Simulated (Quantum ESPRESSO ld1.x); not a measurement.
Results of a calculation; reference values are marked as such.
A nucleus of charge 75.5 with 76 electrons, configuration [Xe] 4f14 5d6 6s2. Level of theory: Dirac Kohn-Sham, BLYP, spin-unpolarised, spherical densities, point nucleus; open shells are shared between the two j in proportion to 2j + 1 (ld1.x of Quantum ESPRESSO 7.5).

Radial electron density D(r) = 4 pi r^2 rho(r):

r (bohr),D(r) (e/bohr)
0.001681,18.58
0.002279,28.17
0.003113,41.78
0.004219,58.70
0.005764,78.30
0.007812,95.91
0.01067,106.7
0.01446,106.1
0.01976,97.91
0.02678,96.77
0.03658,114.9
0.04958,136.7
0.06774,130.7
0.0918,109.2
0.1254,118.8
0.17,124.2
0.2322,81.65
0.3147,69.44
0.4299,78.81
0.5827,50.16
0.796,24.49
1.079,15.94
1.474,8.723
1.997,4.093
2.729,2.005
3.698,0.8761
5.052,0.2550
6.847,0.04546
9.355,0.003941

D(r) has 4 maxima, at r = 0.0122, 0.0550, 0.153, 0.403 bohr, and minima at 0.0238, 0.0987, 0.286 bohr, inside which lie 2.02, 11.07, 29.94 electrons.
